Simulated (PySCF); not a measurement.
Species: C₆H₉P.
SMILES: `C=CP(C)C#CC`

Torsions of this conformer, `[CH2:1]=[CH:2][P:3]([CH3:4])[C:5]#[C:6][CH3:7]`: C1–C2–P3–C4 24°.

The closed-shell ground state was solved at several levels (PySCF, density fitting, gas phase, non-relativistic). Geometry: PBE0-D3(BJ)/def2-SVP, one conformer, isolated molecule.

| level | basis functions | HOMO (eV) | LUMO (eV) | gap (eV) | dipole (D) |
| --- | --- | --- | --- | --- | --- |
| PBE0/pcSseg-1 | 171 | -6.27 | -0.10 | 6.17 | 1.55 |
| PBE/pcSseg-1 | 171 | -5.23 | -1.08 | 4.15 | 1.50 |

Question: Estimate the row for CAM-B3LYP/def2-SVPD, a basis of 216 functions; the other rows only guide the guess.

Answer: HOMO -7.47 eV, LUMO 0.93 eV, gap 8.40 eV, dipole 1.51 D.

Question: Over all these levels, which gives the widest orbital gap and which the narrowest?

Answer: CAM-B3LYP/def2-SVPD (range-separated hybrid) has the widest, 8.40 eV, and PBE/pcSseg-1 (GGA) the narrowest, 4.15 eV. Functional and basis both differ between the two, so the spread mixes both effects.

Question: How far do the dipole and the HOMO energy spread over the levels?

Answer: The dipole runs from 1.50 to 1.55 D (mean 1.52 D) and the HOMO from -7.47 to -5.23 eV.
